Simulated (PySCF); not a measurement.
# Two-component Hartree-Fock for Xe⁵⁰⁺ (xenon, charge +50)

Start: [He] 2s2. Calculated with PySCF 2.14 in an even-tempered Gaussian basis (17 s from 30 bohr⁻², ratio 2.4; 12 p from 38 bohr⁻², ratio 2.4; 5 d from 120 bohr⁻², ratio 2.6; 4 f from 180 bohr⁻², ratio 2.6): generalised Hartree-Fock with the X2C-1e Hamiltonian and a Gaussian nucleus; one run each with spin-orbit coupling (SO) switched off, then screened by Boettger's factors.

```
spinor shell  electrons  ε, spin-free (eV)  ε, screened SO (eV)  weight of nominal j (screened SO)  rms radius, screened SO (bohr)
       1s1/2          2           -39730.8             -39730.8                              1.000                          0.0303
       2s1/2          2            -9590.2              -9590.2                              1.000                           0.117
```

| quantity | spin-free | screened SO |
| --- | --- | --- |
| E (hartree) | -3715.14414 | -3715.14414 |
| M_J | 0 | 0 |
| ⟨J²⟩ | 0.000 | 0.000 |
| ⟨L²⟩ | 0.000 | 0.000 |
| ⟨S²⟩ | 0.000 | 0.000 |

Breit and QED terms are absent; they matter most for the inner s and p1/2 levels.

Densities and radii are taken from the X2C orbitals without a picture-change correction, which distorts them close to the nucleus.

Without spin-orbit coupling the j labels of p, d and f shells carry no meaning; the spin-free column gives the mean over the occupied spinors of each nl shell.
